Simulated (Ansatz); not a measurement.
# Four-centre ligand exchange

Start structure (Si4H11ClO, closed shell), relaxed at PBE0-D4/def2-TZVP:

```xyz
17
angstrom
Si -0.3725 -0.5839 -0.4069
Si 1.9420 -0.9460 -0.1828
Si -0.7356 1.2892 -1.7791
Si -1.2867 -0.4169 1.7588
O -1.0866 -1.8563 -1.2163
H 1.6041 1.8132 1.1323
Cl 0.6400 2.6385 1.3318
H 2.2325 -2.1823 0.5961
H 2.5675 0.1910 0.5631
H 2.6315 -1.0406 -1.4978
H -1.8064 2.1681 -1.2405
H 0.5139 2.0816 -1.9252
H -1.1422 0.7915 -3.1215
H -0.2395 -0.1804 2.7874
H -1.9215 -1.7367 2.0523
H -2.3287 0.6373 1.8680
H -1.2116 -2.6671 -0.7195
```

The step: Si₄H₁₀O ([OH][Si]([SiH3])([SiH3])[SiH3]) + HCl → Si₃H₇ClO ([OH][Si]([SiH3])([SiH3])[Cl]) + SiH₄; bonds formed: Si1–Cl7, Si2–H6; bonds broken: Si1–Si2, H6–Cl7. Program: Ansatz 0.2.0. Basis: def2-TZVPP and def2-QZVPP. Cores are frozen in the correlated methods. Extrapolation: Hartree–Fock as exp(−7.88 √X), correlation as X^−2.97. Energies below are by CCSD(T) at an estimated basis limit (MP2 extrapolated from triple and quadruple zeta, plus CCSD(T) − MP2 in triple zeta).

Task: What are the electronic barrier and the energy of the step, from the start structure to the end structure? (To be estimated.)

Result: By the calculation: Barrier 26.20 kcal/mol; step energy -25.95 kcal/mol (downhill); reverse barrier, their difference, 52.15 kcal/mol. Barrier and step energy count from the start structure, the reverse barrier from the end structure.

The saddle point: One imaginary mode of 645i cm⁻¹.
| pair | start (Å) | saddle (Å) | end (Å) |
| --- | --- | --- | --- |
| Si1–Cl7 | 3.80 | 2.75 | 2.08 |
| Si2–H6 | 3.08 | 1.72 | 1.48 |
| Si1–Si2 | 2.35 | 2.61 | 4.19 |
| H6–Cl7 | 1.28 | 1.76 | 3.63 |

Zero-point energy (harmonic, PBE0-D4): ZPE is 61.29 kcal/mol at the start and 61.19 kcal/mol at the saddle, so the barrier goes from 26.20 to 26.11 kcal/mol.

The T1 diagnostic stays at or below 0.015.

Labels in which every atom is bracketed show which atoms are joined, not bond orders.

For scale, one of the runs: CCSD(T)/def2-TZVPP, 395 basis functions, launched by `ansatz run in.yaml --threads 4 --pin off --events-out ev --progress --plain --max-ram 66560MiB --backend cuda --devices 0, --max-vram 37GiB`. Time: 12 s of wall clock on 4 CPU threads of an AMD EPYC 7R13 and a share of one NVIDIA H100; the host was shared. Peak host memory: 0.89 GiB.
